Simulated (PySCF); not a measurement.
CH6GeOSi, SMILES [CH2]1O[SiH2][GeH2]1.

Coordinates come from a TPSSh-D3(BJ)/def2-SVP optimisation. This is a generated structure with no PubChem entry under its InChIKey; it may be hypothetical.

The numbers are results of PBE/def2-TZVP (PySCF), not measurements.

Symmetry labels are those of the subgroup Cs that the program uses (full group Cs).

Computed valence orbital energies around the gap with their symmetry:
| orbital | symmetry | energy (eV) |
|---|---|---|
| HOMO−7 | A" | -11.04 |
| HOMO−6 | A' | -10.77 |
| HOMO−5 | A' | -10.08 |
| HOMO−4 | A" | -8.73 |
| HOMO−3 | A" | -8.31 |
| HOMO−2 | A' | -6.63 |
| HOMO−1 | A" | -6.54 |
| HOMO | A' | -6.50 |
| LUMO | A' | -1.28 |
| LUMO+1 | A' | -0.82 |
| LUMO+2 | A" | -0.36 |
| LUMO+3 | A' | 0.13 |
